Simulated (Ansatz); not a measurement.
Computed with Ansatz on PBE0-D4/def2-TZVP structures; ΔE is electronic, products minus reactants. CCSD(T)/CBS is the MP2 limit (def2-TZVPP, def2-QZVPP) plus CCSD(T) − MP2 in def2-TZVPP, frozen cores. This one scheme is used for every species. Functionals use def2-TZVPP. Elements past krypton have def2 core potentials. For Br, Sn outer-core shells are correlated without core-valence functions, which leaves a few kJ/mol of doubt a bond. Scalar relativity is left out up to krypton.

`[CH3][Sn]([CH3])([CH3])[F]` + HBr → `[CH3][Sn]([CH3])([CH3])[Br]` + H–F  (ligand exchange at the Sn–F bond)

| level | ΔE (kcal/mol) |
| --- | --- |
| B97M-V | -8.5 |
| CCSD(T)/def2-SVP | -9.3 |

Problem. What does CCSD(T)/CBS give? (Best estimate.)

Solution. The calculation gave: -13.4 kcal/mol. The listed levels differ from it by 4.9, 4.1 kcal/mol.

Largest T1 diagnostic among the species: 0.011.

The D4 term adds −2.0 kcal/mol with B3LYP and −1.1 kcal/mol with PBE0; it sums over pairs of atoms, weighted by their polarisabilities, and B3LYP, whose exchange is more repulsive, gets the larger term. From r2SCAN to r2SCAN0 (25 % exact exchange), in def2-TZVPP and without D4, ΔE moves by −2.0 kcal/mol. At CCSD(T), def2-SVP lies +4.1 kcal/mol from the extrapolated value and def2-TZVPP +1.2 kcal/mol.

CCSD(T)/CBS has its own doubt, a few kJ/mol and more with outer-core shells, so smaller differences from it don't rank the levels.

B3LYP here is the variant with VWN-RPA as its local correlation; programs differ in this.
